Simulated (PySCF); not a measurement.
Several molecules and their computed UV-vis stick spectra, shuffled. Computed, not measured: PySCF 2.14.0, density-fitted response routines, TDDFT PBE0/def2-SVPD, vertical, gas phase, core orbitals frozen in the response. Geometries: GFN2-xTB; one conformer of each isolated species. Triplets are in the Tamm–Dancoff approximation.

A. `FC(C(=O)[SiH2]O)(F)F`
B. `FCCCS[SiH3]`
C. `C=C1C(=C)[C@@H](OC)[C@@H]1F`
D. `C=C[C@H](F)CC(C)=S`
E. `C(P(C)C)[P@H](C)=O`

Lowest singlet levels (six at most, fewer where fewer were computed) with oscillator strengths:

1. 3.41 eV (f 0.001); 5.82 eV (f 0.023); 6.40 eV (f 0.007); 6.98 eV (f 0.000); 7.46 eV (f 0.016); 7.50 eV (f 0.001); T1 2.67 eV
2. 5.93 eV (f 0.030); 6.09 eV (f 0.067); 6.32 eV (f 0.042); 6.62 eV (f 0.036); 6.80 eV (f 0.024); 7.21 eV (f 0.015); T1 5.06 eV
3. 5.53 eV (f 0.010); 5.81 eV (f 0.005); 6.42 eV (f 0.002); 6.74 eV (f 0.002); 6.90 eV (f 0.002); 7.05 eV (f 0.014); T1 5.20 eV
4. 2.54 eV (f 0.000); 4.76 eV (f 0.007); 5.33 eV (f 0.025); 5.68 eV (f 0.217); 5.96 eV (f 0.053); 6.22 eV (f 0.007); T1 2.06 eV
5. 4.79 eV (f 0.059); 5.29 eV (f 0.248); 6.03 eV (f 0.007); 6.27 eV (f 0.009); 6.71 eV (f 0.015); 6.80 eV (f 0.047); T1 2.83 eV

Problem. Match each spectrum to its molecule.

Solution. 1 = A, 2 = E, 3 = B, 4 = D, 5 = C.
- A: S1 at 3.41 eV, HOMO→LUMO (98%); Löwdin shares by element: HOMO oxygen 46% or more, carbon 27%, silicon 12% (atoms not listed hold the other 15%); LUMO carbon 44%, oxygen 36% or more, silicon 8%; HOMO -8.15 and LUMO -2.54 eV; point group Cs, 1 of its 6 listed states under f = 0.0005.
- B: S1 at 5.53 eV, HOMO→LUMO (87%), HOMO→LUMO+1 (9%); Löwdin shares by element: HOMO sulfur 69%, silicon 9%, carbon 9% or more; LUMO silicon 34%, sulfur 26%, hydrogen 19% or more (atoms not listed hold the other 20%); HOMO -6.87 and LUMO 0.04 eV.
- C: S1 at 4.79 eV, HOMO-1→LUMO (52%), HOMO→LUMO (46%); Löwdin shares by element: HOMO carbon 77% or more (atoms not listed hold the other 23%); LUMO carbon 72% or more (atoms not listed hold the other 28%); HOMO -7.02 and LUMO -1.61 eV.
- D: S1 at 2.54 eV, HOMO→LUMO (100%); S1 has the pattern of n→π* at C=S; HOMO -6.36 and LUMO -2.06 eV.
- E: S1 at 5.93 eV, HOMO→LUMO (80%), HOMO→LUMO+1 (18%); Löwdin shares by element: HOMO phosphorus 53% or more, carbon 29% or more (atoms not listed hold the other 19%); LUMO carbon 24% or more, phosphorus 10% or more, hydrogen 9% or more (atoms not listed hold the other 57%); HOMO -6.50 and LUMO 0.45 eV.
